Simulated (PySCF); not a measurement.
## WO2F2 at several levels of theory

Computed with PySCF 2.14.0 (density fitting, no spin-orbit coupling) at the geometry relaxed with TPSS:

```xyz
5
WO2F2 (singlet)
W     0.0000    0.0000   -0.0270
O     0.9668    0.9668    1.0095
O    -0.9668   -0.9668    1.0095
F     1.1182   -1.1182   -1.0267
F    -1.1182    1.1182   -1.0267
```

```
level                                             basis    state  HOMO (eV)  gap (eV)  charge on W1 (e)  dipole about the centre of mass (D)  largest force component (eV/Å)
 TPSS     W def2-SVP with ECP60, O def2-SVP, F def2-SVP  singlet      -8.15      4.76              1.25                                 1.76                            0.06
M06-L                                          the same  singlet      -8.45      5.01              1.50                                 1.75                            0.90
 TPSS  W def2-TZVP with ECP60, O def2-TZVP, F def2-TZVP  singlet      -8.23      4.74              1.58                                 1.78                            0.11
 TPSS          W x2c-SVPall, O x2c-SVPall, F x2c-SVPall  singlet      -8.43      4.55              1.17                                 1.63                            0.66
```

Charges are Mulliken's, which hang on the basis. The relaxation used the grid (50, 194), these runs (75, 302) or, all-electron (x2c bases, spin-free X2C Hamiltonian), (99, 590).

Question: A further run in the first row's basis gives HOMO (eV) -11.15, gap (eV) 9.48, charge on W1 (e) 1.31, dipole about the centre of mass (D) 1.82, largest force component (eV/Å) 1.44. Which level was it?
A. CAM-B3LYP
B. BLYP
C. PBE

Answer: A. The others give HOMO -8.04 eV (PBE); -7.89 eV (BLYP).

In the first row's basis the gap widens with exact exchange: 4.6 to 5.0 eV for BLYP, PBE, TPSS, M06-L (none); 9.5 eV for CAM-B3LYP (rising or full at long range).

No frequency check is given that shows the relaxed geometry to be a minimum.
